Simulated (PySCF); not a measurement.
PySCF input for OP, SMILES [P]=O, multiplicity 2, TDA-LC-ωPBE/def2-TZVPD. The structure is a stationary point at PBE0-D3(BJ)/def2-TZVPD.

```python
import numpy as np
from pyscf import gto, scf, dft, tdscf

mol = gto.M(
    atom='''
    P     0.00000000    0.00000000   -0.51259111
    O     0.00000000    0.00000000    0.96110833
    ''',
    basis='def2-TZVPD',
    charge=0,
    spin=1,
    max_memory=1600,
    verbose=4,
)
mf = dft.UKS(mol, xc='lc_wpbe').density_fit(auxbasis='def2-universal-jkfit')
mf.grids.level = 3
mf.conv_tol = 1e-9
mf.max_cycle = 100
mf.kernel()
fine, coarse = mf.grids, dft.Grids(mol).set(level=1).build(with_non0tab=True)
for _ in range(3):  # follow internal instabilities
    mf.grids = coarse
    mo, _, stable, _ = mf.stability(return_status=True, nroots=4)
    mf.grids = fine
    if stable:
        break
    mf.kernel(mf.make_rdm1(mo, mf.mo_occ))
mf.grids = dft.Grids(mol).set(level=1).build(with_non0tab=True)  # coarser grid for the response kernel
td = tdscf.TDA(mf)
td.nstates = 10
td.conv_tol = 1e-4
td.positive_eig_threshold = 1e-6
td.kernel(x0=td.get_init_guess(mf, 15))
td.analyze()
```

It prints:

```
PySCF version 2.14.0

[INPUT] verbose = 4
[INPUT] num. atoms = 2
[INPUT] num. electrons = 23
[INPUT] charge = 0
[INPUT] spin (= nelec alpha-beta = 2S) = 1
[INPUT] symmetry False subgroup None
[INPUT] Mole.unit = angstrom
[INPUT] Symbol           X                Y                Z      unit          X                Y                Z       unit  Magmom
[INPUT]  1 P      0.000000000000   0.000000000000  -0.512591110000 AA    0.000000000000   0.000000000000  -0.968656811787 Bohr   0.0
[INPUT]  2 O      0.000000000000   0.000000000000   0.961108330000 AA    0.000000000000   0.000000000000   1.816231519738 Bohr   0.0

nuclear repulsion = 43.0896990165105
number of shells = 29
number of NR pGTOs = 124
number of NR cGTOs = 83
basis = def2-TZVPD
ecp = {}


[settings echo left out]
init E= -416.402392771672

WARN: alpha nocc = 12  HOMO -0.142414203578825 >= LUMO -0.142414203578808

  beta  nocc = 11  HOMO = -0.453708328566464  LUMO = -0.142414203578824

WARN: HOMO -0.142414203578825 >= LUMO -0.142414203578824

cycle= 1 E= -416.298964858471  delta_E= 0.103  |g|= 0.568  |ddm|= 0.93
  alpha nocc = 12  HOMO = -0.221596369739267  LUMO = 0.00305821925560814
  beta  nocc = 11  HOMO = -0.344321095717588  LUMO = -0.0249474571169638
  HOMO = -0.221596369739  LUMO = -0.024947457117  gap/eV = 5.35109
cycle= 2 E= -416.064053269356  delta_E= 0.235  |g|= 0.989  |ddm|= 0.749
  alpha nocc = 12  HOMO = -0.316136634820481  LUMO = -0.00798608621549195
  beta  nocc = 11  HOMO = -0.494844392899541  LUMO = -0.0403536790283499
  HOMO = -0.31613663482  LUMO = -0.0403536790283  gap/eV = 7.50444
cycle= 3 E= -416.428660017574  delta_E= -0.365  |g|= 0.034  |ddm|= 0.462
  alpha nocc = 12  HOMO = -0.313388566449419  LUMO = 0.00773518235891311
  beta  nocc = 11  HOMO = -0.488222230710385  LUMO = -0.0262280607008929
  HOMO = -0.313388566449  LUMO = -0.0262280607009  gap/eV = 7.81404
cycle= 4 E= -416.429444338582  delta_E= -0.000784  |g|= 0.0121  |ddm|= 0.0485
  alpha nocc = 12  HOMO = -0.315950247684626  LUMO = 0.00881885396037523
  beta  nocc = 11  HOMO = -0.492305093975748  LUMO = -0.0265036014033118
  HOMO = -0.315950247685  LUMO = -0.0265036014033  gap/eV = 7.87624
cycle= 5 E= -416.429566391317  delta_E= -0.000122  |g|= 0.00335  |ddm|= 0.0133
  alpha nocc = 12  HOMO = -0.316092724889835  LUMO = 0.00965211553996042
  beta  nocc = 11  HOMO = -0.491885900342535  LUMO = -0.026422625210978
  HOMO = -0.31609272489  LUMO = -0.026422625211  gap/eV = 7.88232
cycle= 6 E= -416.429585980891  delta_E= -1.96e-05  |g|= 0.00127  |ddm|= 0.00664
  alpha nocc = 12  HOMO = -0.316352969011959  LUMO = 0.00969026505618369
  beta  nocc = 11  HOMO = -0.491855924308465  LUMO = -0.0266166071129543
  HOMO = -0.316352969012  LUMO = -0.026616607113  gap/eV = 7.88413
cycle= 7 E= -416.429588839899  delta_E= -2.86e-06  |g|= 0.000522  |ddm|= 0.00225
  alpha nocc = 12  HOMO = -0.316399617333076  LUMO = 0.00973160447736701
  beta  nocc = 11  HOMO = -0.491908022377702  LUMO = -0.0266305520656652
  HOMO = -0.316399617333  LUMO = -0.0266305520657  gap/eV = 7.88502
cycle= 8 E= -416.429589497622  delta_E= -6.58e-07  |g|= 0.0002  |ddm|= 0.00105
  alpha nocc = 12  HOMO = -0.316374904692175  LUMO = 0.00977111065056538
  beta  nocc = 11  HOMO = -0.491953790532548  LUMO = -0.026593330134947
  HOMO = -0.316374904692  LUMO = -0.0265933301349  gap/eV = 7.88536
cycle= 9 E= -416.429589648036  delta_E= -1.5e-07  |g|= 5.68e-05  |ddm|= 0.000538
  alpha nocc = 12  HOMO = -0.316383344592317  LUMO = 0.0097603491671376
  beta  nocc = 11  HOMO = -0.491962907449105  LUMO = -0.0266030911188536
  HOMO = -0.316383344592  LUMO = -0.0266030911189  gap/eV = 7.88532
cycle= 10 E= -416.429589656721  delta_E= -8.69e-09  |g|= 1.41e-05  |ddm|= 0.000144
  alpha nocc = 12  HOMO = -0.316381820362189  LUMO = 0.00976231487230887
  beta  nocc = 11  HOMO = -0.491963685629394  LUMO = -0.0266005390069526
  HOMO = -0.316381820362  LUMO = -0.026600539007  gap/eV = 7.88535
cycle= 11 E= -416.429589657279  delta_E= -5.58e-10  |g|= 4.44e-06  |ddm|= 3.79e-05
  alpha nocc = 12  HOMO = -0.316382075419533  LUMO = 0.00976239250443677
  beta  nocc = 11  HOMO = -0.491964395127088  LUMO = -0.0266007786216189
  HOMO = -0.31638207542  LUMO = -0.0266007786216  gap/eV = 7.88535
Extra cycle  E= -416.429589657321  delta_E= -4.16e-11  |g|= 2.55e-06  |ddm|= 6.8e-06
converged SCF energy = -416.429589657321  <S^2> = 0.7576452  2S+1 = 2.0076306
tot grids = 11592
uhf_internal: lowest eigs of H = [-1.19169810e-06  2.14396124e-01  2.45187522e-01  2.97609619e-01]
<class 'pyscf.df.df_jk.DFUKS'> wavefunction is stable in the internal stability analysis
tot grids = 11592
Overwritten attributes  positive_eig_threshold  of <class 'pyscf.tdscf.uks.TDA'>


******** <class 'pyscf.tdscf.uks.TDA'> for <class 'pyscf.df.df_jk.DFUKS'> ********
nstates = 10
deg_eia_thresh = 1.000e-03
wfnsym = None
conv_tol = 0.0001
eigh lindep = 1e-12
eigh level_shift = 0
eigh max_cycle = 100


Excitation energies (eV)
[0.12166046 4.25517517 4.58504405 4.68728331 4.99565262 5.78315162
 6.02555724 6.02780123 6.18638726 6.30778162]

** Excitation energies and oscillator strengths **
Excited State   1:      0.12166 eV  10191.00 nm  f=0.0000
      12a ->   13a     -0.99276
Excited State   2:      4.25518 eV    291.37 nm  f=0.0047
      12a ->   14a     -0.41503
      12a ->   15a     -0.84101
      12a ->   18a     -0.24964
      12a ->   23a      0.21271
Excited State   3:      4.58504 eV    270.41 nm  f=0.0001
       8a ->   13a      0.10662
      11a ->   13a      0.60796
      12a ->   19a      0.11086
      10b ->   12b      0.75568
Excited State   4:      4.68728 eV    264.51 nm  f=0.0000
      10a ->   13a      0.73371
      10a ->   22a      0.11110
       9b ->   12b     -0.63927
       9b ->   21b     -0.10489
      11b ->   13b     -0.11519
Excited State   5:      4.99565 eV    248.18 nm  f=0.0000
       9a ->   13a     -0.27770
      11b ->   12b      0.94030
      11b ->   21b      0.12487
Excited State   6:      5.78315 eV    214.39 nm  f=0.0652
      12a ->   14a     -0.82857
      12a ->   15a      0.44920
      12a ->   18a     -0.23636
      12a ->   23a     -0.10225
      10b ->   13b      0.15582
Excited State   7:      6.02556 eV    205.76 nm  f=0.0000
       9a ->   13a     -0.88884
       9a ->   22a     -0.10528
       9b ->   13b      0.29578
      11b ->   12b     -0.29910
Excited State   8:      6.02780 eV    205.69 nm  f=0.0001
      10a ->   13a      0.27773
       9b ->   12b      0.46919
      11b ->   13b     -0.81538
      11b ->   22b     -0.12656
Excited State   9:      6.18639 eV    200.41 nm  f=0.0157
      11a ->   13a     -0.76839
      12a ->   19a      0.20729
      10b ->   12b      0.57677
Excited State  10:      6.30778 eV    196.56 nm  f=0.0019
      12a ->   14a      0.10262
      12a ->   15a     -0.10139
      12a ->   20a     -0.31362
      10b ->   13b      0.91533

** Transition electric dipole moments (AU) **
state          X           Y           Z        Dip. S.      Osc.
  1         0.0000     -0.0000      0.0000      0.0000      0.0000
  2         0.0010     -0.2123     -0.0000      0.0451      0.0047
  3        -0.0278     -0.0001     -0.0000      0.0008      0.0001
  4         0.0000     -0.0000     -0.0003      0.0000      0.0000
  5         0.0000      0.0000     -0.0000      0.0000      0.0000
  6         0.0031     -0.6781     -0.0000      0.4598      0.0652
  7        -0.0000      0.0000     -0.0000      0.0000      0.0000
  8        -0.0000     -0.0000      0.0204      0.0004      0.0001
  9        -0.3221     -0.0015     -0.0000      0.1038      0.0157
 10         0.0005     -0.1099      0.0000      0.0121      0.0019

** Transition velocity dipole moments (imaginary part, AU) **
state          X           Y           Z        Dip. S.      Osc.
  1         0.0000     -0.0000      0.0000      0.0000      0.0000
  2        -0.0001      0.0200     -0.0000      0.0004      0.0017
  3         0.0135      0.0001     -0.0000      0.0002      0.0007
  4         0.0000     -0.0000      0.0059      0.0000      0.0001
  5         0.0000      0.0000      0.0000      0.0000      0.0000
  6         0.0007     -0.1593     -0.0000      0.0254      0.0796
  7         0.0000      0.0000     -0.0000      0.0000      0.0000
  8        -0.0000      0.0000      0.0171      0.0003      0.0009
  9        -0.0043     -0.0000     -0.0000      0.0000      0.0001
 10        -0.0001      0.0188      0.0000      0.0004      0.0010

** Transition magnetic dipole moments (imaginary part, AU) **
state          X           Y           Z
  1        -0.0000      0.0000     -1.0045
  2         0.9823      0.0045     -0.0000
  3         0.0002     -0.0488      0.0000
  4        -0.0000     -0.0000      0.0000
  5        -0.0000      0.0000     -0.0232
  6         0.3854      0.0018      0.0000
  7        -0.0000     -0.0000     -0.0051
  8         0.0000     -0.0000     -0.0000
  9         0.0053     -1.1633      0.0000
 10         0.6977      0.0032     -0.0000
```

Self-consistency was reached.
